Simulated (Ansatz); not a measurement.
Abridged output of a molecular run in Ansatz:

```
Functional definition: HF
1818 factors; integrals over basis functions are off by at most 1.2e-3 eV
mean field evaluation 1: about -45349.9095 eV, gradient 2.1e1 eV
mean field evaluation 2: about -45350.3709 eV, gradient 2.2e1 eV
mean field evaluation 4: about -45352.6694 eV, gradient 3.5e0 eV
mean field evaluation 8: about -45352.7134 eV, gradient 2.1e-1 eV
mean field -45352.71365956 eV, -1666.6814858156 hartree, gradient 3.7e-6 eV, S^2 0.000000; 0 other end points of the search recorded, 0 dependent functions left out
25 core orbitals not correlated: weight in the atoms' cores, before any rotation towards them, 1.000 or more for the frozen orbitals, at most 0.000 for the correlated occupied ones
reference -45352.71365956 eV, -1666.6814858156 hartree; 16, 16 occupied and 281, 281 virtual orbitals, 1818 factors
second order -19.99862562 eV of doubles, -0.00000000 eV of singles
cycle   1  -21.48802101 eV  change    -1.5e0 eV  update   1.1e-1
cycle   2  -22.16084101 eV  change   -6.7e-1 eV  update   3.3e-2
cycle   3  -22.25587979 eV  change   -9.5e-2 eV  update   1.4e-2
cycle   4  -22.24597657 eV  change    9.9e-3 eV  update   3.6e-3
cycle   5  -22.24435491 eV  change    1.6e-3 eV  update   1.3e-3
cycle   6  -22.24414473 eV  change    2.1e-4 eV  update   3.7e-4
cycle   7  -22.24405250 eV  change    9.2e-5 eV  update   1.2e-4
cycle   8  -22.24410145 eV  change   -4.9e-5 eV  update   4.2e-5
cycle   9  -22.24411540 eV  change   -1.4e-5 eV  update   1.6e-5
perturbative correction -0.97488815 eV, -0.0358264787 hartree
Total energy: -45375.93266311 eV, -1667.5347684575 hartree
```

Its atoms:

```xyz
13

Si    1.555    0.340    1.606
S     1.708   -0.595   -0.319
Si    0.474    0.770   -1.395
S    -1.437    1.041   -0.493
Si   -1.981   -1.030   -0.356
H     1.581    1.816    1.454
H     2.740   -0.119    2.372
H     0.316   -0.073    2.307
H     0.355    0.192   -2.754
H     1.076    2.124   -1.439
H    -3.462   -1.054   -0.272
H    -1.402   -1.657    0.856
H    -1.523   -1.755   -1.567
```

**Question.** Which basis set was used?
A. def2-TZVPP
B. cc-pV(D+d)Z
C. def2-QZVPP
D. def2-TZVPPD

**Answer.** A. It gives 322 functions.

**Question.** Write the keys of the input that set method, charge and spin (a neutral closed shell needs none for the last two).

**Answer.** 
```yaml
correlation: {method: ccsd_t}
```
